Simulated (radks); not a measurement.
Re51+, 24 electrons, occupied as [Ar] 3d6. Method: Dirac Kohn-Sham, LDA (Slater exchange, VWN5 correlation), spin-unpolarised, spherical densities, finite nucleus; open shells fill j = l - 1/2 first; Fermi nuclear charge, rms radius 5.3698 fm; computed with a radial shooting solver on a logarithmic mesh with Libxc functionals.

Spin-orbit splittings of the eigenvalues, e(l+1/2) - e(l-1/2), with zeta = 2 splitting/(2l+1) and mean radii in bohr:

shell  occ.  splitting (eV)  zeta (eV)  <r> j=l-1/2  <r> j=l+1/2
2p        6            1451      967.2      0.06220      0.07015
3p        6           347.6      231.8       0.1788       0.1918
3d        6           78.50      31.40       0.1658       0.1698
4p        0           126.4      84.25       0.3595       0.3773
